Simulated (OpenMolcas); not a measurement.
# Fe2+ in KMgF3: curves along the breathing mode

Fe2+ with its 6 nearest fluoride ions, on the Mg site of KMgF3 (a = 3.973 Å, distance in the model lattice 1.986 Å). The rest of the host is ab initio model potentials to 7.6 Å, with orthogonalisation functions on the cations behind the ligands, and point charges beyond; the distance is set by hand and nothing relaxes. Ligand basis ANO-RCC-VDZP.

```json
{
  "Program": "OpenMolcas",
  "Method": "SS-CASPT2, IPEA 0.25 Eh, imaginary shift 0.1 Eh (closed shells correlated: 3s 3p and the ligand valence shells)",
  "Basis": "ANO-RCC-VDZP [5s4p2d1f]",
  "Scalar Hamiltonian": "DKH2, point nucleus",
  "Active space": "6 electrons in 5 orbitals (3d)",
  "State averaging": "2S+1 = 5 even, 5 roots; 2S+1 = 3 even, 45 roots; 2S+1 = 1 even, 50 roots",
  "Spin-orbit coupling": "state interaction with AMFI integrals over the reference wave functions"
}
```

Spin-free energies (labels of O, the rotations of Oh) in cm-1 above the lowest fitted minimum, as all ligands move together:

```tsv
R (Å)	5T2	5E	3T1	3T2	1A1	3T1(2)	3T2(2)
1.918	1870	16410	12020	15740	11110	22730	23950
1.963	-10	13010	11550	14930	12030	20940	22200
2.009	720	12250	13400	16460	15130	21610	22920
2.054	3650	13990	17390	20130	20170	24600	25950
2.099	8820	18100	23470	25920	27170	29800	31220
2.144	16270	24620	31710	33900	36210	37280	38750
2.189	26120	33650	42250	44200	47450	47160	48680
```

Cubic fits give the following; the wavenumber is harmonic, with the mass of all moving ligands, small differences in it between states hang on the degree of the fit, a number in brackets counts states of one label, and the table is a selection of at most 14 states with clean curves.

| State | R0 (Å) | Breathing mode (cm-1) | Minimum (cm-1) |
| --- | --- | --- | --- |
| 5T2 | 1.975 | 582 | 0 |
| 5E | 2.000 | 602 | 12200 |
| 3T1 | 1.949 | 560 | 11490 |
| 3T2 | 1.956 | 562 | 14950 |
| 3T1(2) | 1.974 | 581 | 20920 |
| 3T2(2) | 1.973 | 582 | 22180 |
| 1T1 | 1.945 | 551 | 20480 |
| 3T1(3) | 1.978 | 581 | 23570 |
| 3E | 1.975 | 579 | 23840 |
| 3T2(3) | 1.979 | 573 | 27850 |
| 3A2 | 1.989 | 589 | 28790 |
| 1T2 | 1.961 | 561 | 27320 |
| 1E | 1.973 | 581 | 30790 |

The minimum of 5E is shifted by +0.0259 Å against 5T2 (from the unrounded fits). With M = 114.0 u for the moving shell, the Huang-Rhys factor in this mode is S = M ω ΔR² / 2ħ = 0.01483 × 114.0 × 582 × 0.0259² = 0.66. Only the first shell moves, against a rigid host.

Roots that are degenerate in the reference are averaged as groups; the widest CASPT2 spread within a group is 530 cm-1 (the 3-fold group of multiplicity 1 near 32900 cm-1 above the lowest state of its run, R = 2.099). Shifts and gaps below about the spread of the groups concerned are not significant. Over all roots computed the reference weight is 0.73 to 0.75 in R = 1.918, 0.73 to 0.75 in R = 1.963, 0.73 to 0.75 in R = 2.009, 0.73 to 0.75 in R = 2.054, 0.73 to 0.75 in R = 2.099, 0.73 to 0.75 in R = 2.144, 0.73 to 0.75 in R = 2.189; a low but even weight reflects the number of correlated electrons. An orbital triplet at a regular site is open to Jahn-Teller coupling, which can distort the site and quench the lowest spin-orbit gaps and is left out. A single d shell leaves out the double-shell effect, which counts most for late 3d ions, where the CASPT2 field can be off either way by tens of per cent. Ligand-to-metal charge-transfer states are missing. These CASPT2 states fit no ligand-field parameters well, so their order and spin gaps are uncertain. For late 3d ions with one d shell CASPT2 can put B and the spin-flip bands somewhat low as well as high. With one d shell and no ligand orbital active, 10Dq can be off by tens of per cent for divalent 3d ions, low with halides held by bare charges and at times high in hosts. Free-ion shares, where given, are those of the reference states; single-state CASPT2 does not remix them. No measured value stands beside these numbers.
